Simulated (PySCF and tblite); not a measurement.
Results of a calculation; reference values are marked as such.
C4H9BrO, numbered as in [CH3:1][O:2][CH2:3][CH2:4][CH2:5][Br:6].

Level: PBE0-D3(BJ)/pcSseg-1 (IEF-PCM, benzene)//GFN2-xTB, thermal terms from GFN2-xTB, symmetry numbers and mirror pairs counted. Conformers within 3 kcal/mol (GFN2-xTB free energy) were kept, 10 at most. Couplings: B3LYP/pcSseg-1 with pcJ-1 on H (gas phase; spin-dipole term only for pairs with B, N, F, Si or P). Couplings are for ¹H; a prime marks the second kind of pair between the same two sets of atoms. (PySCF 2.14, tblite 0.8.)

Torsions listed: C1–O2–C3–C4, O2–C3–C4–C5, C3–C4–C5–Br6. Of a mirror pair one member is shown.

| conformer | shape | weight % |
| --- | --- | --- |
| 1 | 178°, -64°, -68° | 61.1 |
| 2 | -179°, -62°, 180° | 17.8 |
| 3 | 177°, 175°, 64° | 7.9 |
| 4 | -79°, -61°, -72° | 5.4 |
| 5 | -76°, -58°, 177° | 4.4 |

Not shown: 5 more, 3.4 % in all.

Q: Give the couplings in each conformer and the averages at 298.15 K (pairs that fast motion interchanges averaged).

A: 
```
  coupling  pairs      1      2      3      4      5  average (Hz)
 ²J(H1,H1)      3  -10.7  -10.8  -10.7  -10.9  -11.0         -10.8
 ²J(H3,H3)      1   -9.3   -9.1   -7.9  -13.0  -12.8          -9.6
 ³J(H3,H4)      2    2.7    3.1   12.1    2.7    3.4           3.9
³J(H3,H4′)      2    7.6    8.0    5.0    7.8    8.2           7.4
 ⁴J(H3,H5)      2   -0.7   -0.1   -0.2   -0.6   -0.1          -0.5
 ²J(H4,H4)      1  -14.7  -13.3  -14.6  -15.3  -13.9         -14.4
 ³J(H4,H5)      2    9.1    5.3    9.5    9.3    5.3           8.2
³J(H4,H5′)      2    2.9   14.2    3.4    2.3   14.3           5.6
 ²J(H5,H5)      1  -10.0   -9.8  -10.4   -9.9  -10.3         -10.0
```

Spin–orbit effects of the heavy atoms on shieldings are missing. For its torsions the set is small; conformers may be missing.
